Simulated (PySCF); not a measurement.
HCl2Ge, doublet, geometry from GFN2-xTB; DF-MN15/cc-pVTZ (PySCF).

Here is a job for PySCF.
```python
from pyscf import gto, scf, dft

mol = gto.Mole()
mol.atom = '''
    Cl   -0.52382962   -1.71635521   -0.35222265
    Ge    0.50980526    0.01171883    0.42282189
    Cl   -0.54790634    1.69400340   -0.41771353
    H     1.90574293    0.00497817   -0.44138541
'''
mol.basis = 'cc-pvtz'
mol.spin = 1
mol.verbose = 5
mol.build()

mf = dft.UKS(mol)
mf.xc = 'mn15'
mf.grids.prune = dft.gen_grid.sg1_prune
mf = mf.density_fit(auxbasis='def2-universal-jkfit')
mf.kernel()
mf.analyze()
```

Question: Write the output that PySCF gives for this input, abridged.

Answer: 
```
PySCF version 2.14.0

[INPUT] verbose = 5
[INPUT] max_memory = 4000
[INPUT] num. atoms = 4
[INPUT] num. electrons = 67
[INPUT] charge = 0
[INPUT] spin (= nelec alpha-beta = 2S) = 1
[INPUT] symmetry False subgroup None
[INPUT] Mole.unit = angstrom
[INPUT] Symbol           X                Y                Z      unit          X                Y                Z       unit  Magmom
[...]
[INPUT] ---------------- BASIS SET ----------------
[INPUT] l, kappa, [nprim/nctr], expnt,             c_1 c_2 ...
[INPUT] Ge
[...]
                                1115318.2         5.74e-05 -1.79e-05 6.9e-06 -1.8e-06
                                253842.65         0.0003019 -9.4e-05 3.62e-05 -9.3e-06
                                71915.285         0.0012733 -0.0003964 0.0001528 -3.92e-05
                                23470.181         0.0046123 -0.0014425 0.0005563 -0.0001426
                                8477.4918         0.0148214 -0.0046675 0.0018018 -0.0004621
                                3308.3908         0.0425536 -0.0137153 0.0053085 -0.0013614
                                1372.6054         0.1073055 -0.0361797 0.0140877 -0.0036175
                                598.22007         0.2245178 -0.0841679 0.0332013 -0.0085359
                                271.38602         0.3453131 -0.1588767 0.0644621 -0.0166506
                                126.97795         0.3045261 -0.2033807 0.086954 -0.0225911
                                60.222065         0.099067 -0.025141 0.0118745 -0.0032147
                                28.018582         0.0041317 0.4575152 -0.2724534 0.0744998
                                13.517522         0.0010347 0.5571939 -0.5001452 0.1440333
                                6.309406          -0.0004856 0.1397055 0.0108554 -0.0080815
                                2.904534          0.0001805 0.0022645 0.7216469 -0.2704163
                                1.287556          -9.12e-05 0.0020927 0.4805213 -0.3401607
                                0.167732          -2.66e-05 0.0003281 -0.0102297 0.6190657
[...]
                                1654.1648         0.0039562 -0.0015305 0.0003014
                                536.02865         0.0213143 -0.0083145 0.0016487
                                203.53713         0.0818715 -0.0328718 0.0064982
                                85.23753          0.2223732 -0.0931661 0.0186383
                                37.841962         0.3905659 -0.1755542 0.0350613
[...]
[...]
[INPUT] H
[...]
                                5.095             0.045308
                                1.159             0.202822
[...]
nuclear repulsion = 328.030159385221
number of shells = 34
number of NR pGTOs = 245
number of NR cGTOs = 125
basis = cc-pvtz
ecp = {}

******** <class 'pyscf.df.df_jk.DFUKS'> ********
method = DFUKS
initial guess = minao
damping factor = 0
level_shift factor = 0
DIIS = <class 'pyscf.scf.diis.CDIIS'>
diis_start_cycle = 1
diis_space = 8
diis_damp = 0
SCF conv_tol = 1e-09
SCF conv_tol_grad = None
SCF max_cycles = 50
direct_scf = False
number electrons alpha = 34  beta = 33
XC library pyscf.dft.libxc version 7.1.2
    S. Lehtola, C. Steigemann, M. J. T. Oliveira, and M. A. L. Marques,  SoftwareX 7, 1–5 (2018)
XC functionals = mn15
    H. S. Yu, X. He, S. L. Li, and D. G. Truhlar,  Chem. Sci. 7, 5032–5051 (2016)
    H. S. Yu, X. He, S. L. Li, and D. G. Truhlar,  Chem. Sci. 7, 5032–5051 (2016)
radial grids:
    Treutler-Ahlrichs [JCP 102, 346 (1995); DOI:10.1063/1.469408] (M4) radial grids

becke partition: Becke, JCP 88, 2547 (1988); DOI:10.1063/1.454033
pruning grids: <function sg1_prune>
grids dens level: 3
symmetrized grids: False
atomic radii adjust function: <function treutler_atomic_radii_adjust>
small_rho_cutoff = 0
Set gradient conv threshold to 3.16228e-05
atom Cl rad-grids = 80, ang-grids = [  6   6   6   6   6   6   6   6   6   6   6   6   6   6   6   6   6   6
   6   6   6   6  38  38  38  38  38  38  38  38  38  38  38  38  86  86
  86  86  86  86  86  86 194 194 194 194 194 194 194 194 194 194 194 194
 194 194 194 194 194 194  86  86  86  86  86  86  86  86  86  86  86  86
  86  86  86  86  86  86  86  86]
Traceback (most recent call last):
  File "input.py", line 19, in <module>
  File "<string>", line 2, in kernel
  File "site-packages/pyscf/scf/hf.py", line 2099, in scf
  File "site-packages/pyscf/scf/hf.py", line 132, in kernel
  File "site-packages/pyscf/dft/uks.py", line 42, in get_veff
  File "site-packages/pyscf/dft/uks.py", line 192, in initialize_grids
  File "site-packages/pyscf/dft/rks.py", line 506, in initialize_grids
  File "site-packages/pyscf/dft/gen_grid.py", line 653, in build
  File "<string>", line 6, in gen_atomic_grids
  File "site-packages/pyscf/dft/gen_grid.py", line 318, in gen_atomic_grids
  File "site-packages/pyscf/dft/gen_grid.py", line 81, in sg1_prune
IndexError: index 32 is out of bounds for axis 0 with size 19
```

The input was rejected before any calculation.
